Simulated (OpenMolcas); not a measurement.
## Re5+ in a point-charge field

Re5+ among 2 point charges of -2.5 e arranged as a linear pair (D∞h), 1.92 Å from the ion.

- Program: OpenMolcas 26.06
- Method: CASSCF
- Basis: ANO-RCC-VTZP [8s7p5d3f2g1h]
- Scalar Hamiltonian: DKH2, point nucleus
- Active space: 2 electrons in 5 orbitals (5d)
- State averaging: 2S+1 = 3 even, 10 roots; 2S+1 = 1 even, 15 roots
- Spin-orbit coupling: RASSI with atomic mean-field integrals over the reference wave functions

The lowest spin-free states (labels by Λ), above the lowest:

| State | Degeneracy | E (cm-1) | Free-ion L (%) |
| --- | --- | --- | --- |
| 3Σ | 1 | 0.0 | P (64) |
| 1Γ | 2 | 7883 | G (100) |
| 1Σ | 1 | 9310 | D (83) |
| 3Φ | 2 | 11303 | F (100) |
| 3Π | 2 | 15178 | F (79) |
| 3Δ | 2 | 17805 | F (100) |
| 1Π | 2 | 22753 | D (94) |
| 1Φ | 2 | 28713 | G (100) |
| 3Σ | 1 | 34843 | F (64) |
| 1Δ | 2 | 35826 | D (64) |
| 3Π | 2 | 46311 | P (79) |
| 1Δ | 2 | 46702 | G (64) |
| 1Π | 2 | 52550 | G (94) |
| 1Σ | 1 | 54981 | G (95) |
| 1Σ | 1 | 70030 | S (84) |

The lowest levels with spin-orbit coupling:

```json
{"E (cm-1)": "0.0", "Degeneracy": "1", "2S+1": "3 (78 %)", "g": ""}
{"E (cm-1)": "4951", "Degeneracy": "2", "2S+1": "3", "g": "0.00 0.00 3.92"}
{"E (cm-1)": "9370", "Degeneracy": "2", "2S+1": "3", "g": "0.00 0.00 2.22"}
{"E (cm-1)": "12126", "Degeneracy": "2", "2S+1": "1 (88 %)", "g": "0.00 0.00 8.24"}
{"E (cm-1)": "13313", "Degeneracy": "2", "2S+1": "3 (82 %)", "g": "0.00 0.00 1.28"}
{"E (cm-1)": "15990", "Degeneracy": "2", "2S+1": "3", "g": "0.00 0.00 6.14"}
{"E (cm-1)": "18465", "Degeneracy": "1", "2S+1": "1 (50 %)", "g": ""}
{"E (cm-1)": "19108", "Degeneracy": "1", "2S+1": "3", "g": ""}
{"E (cm-1)": "19704", "Degeneracy": "2", "2S+1": "3", "g": "0.00 0.00 5.12"}
{"E (cm-1)": "20150", "Degeneracy": "1", "2S+1": "3 (72 %)", "g": ""}
{"E (cm-1)": "23351", "Degeneracy": "2", "2S+1": "3", "g": "0.00 0.00 0.88"}
{"E (cm-1)": "24255", "Degeneracy": "2", "2S+1": "3 (88 %)", "g": "0.00 0.00 9.77"}
{"E (cm-1)": "26028", "Degeneracy": "2", "2S+1": "3", "g": "0.00 0.00 4.65"}
{"E (cm-1)": "26563", "Degeneracy": "2", "2S+1": "3 (83 %)", "g": "0.00 0.00 7.55"}
{"E (cm-1)": "31539", "Degeneracy": "2", "2S+1": "1 (71 %)", "g": "0.00 0.00 2.08"}
{"E (cm-1)": "36105", "Degeneracy": "2", "2S+1": "1 (82 %)", "g": "0.00 0.00 6.31"}
{"E (cm-1)": "38502", "Degeneracy": "1", "2S+1": "3", "g": ""}
{"E (cm-1)": "40596", "Degeneracy": "2", "2S+1": "3", "g": "0.00 0.00 3.75"}
{"E (cm-1)": "42140", "Degeneracy": "2", "2S+1": "1 (84 %)", "g": "0.00 0.00 4.19"}
{"E (cm-1)": "49640", "Degeneracy": "2", "2S+1": "1 (68 %)", "g": "0.00 0.00 4.63"}
```

Powder χT (cm3 K/mol): 0 at 2 K, 0.00146 at 10 K, 0.00729 at 50 K, 0.0146 at 100 K, 0.0291 at 200 K, 0.0437 at 300 K. The effective moment at 300 K is 2.828 √(χT) = 0.59 μB.

Spin-orbit coupling mixes the spin-free states strongly: the lowest level takes only 70 % from its leading state, 3Σ. Without dynamic correlation the repulsion within the d shell is too large (B by tens of per cent), so at a given field states of lower spin stand too high. This is an electrostatic model: the charges have no orbitals. No measured value stands beside these numbers.

With an even number of electrons the g values are those of a degenerate or nearly degenerate non-Kramers pair.
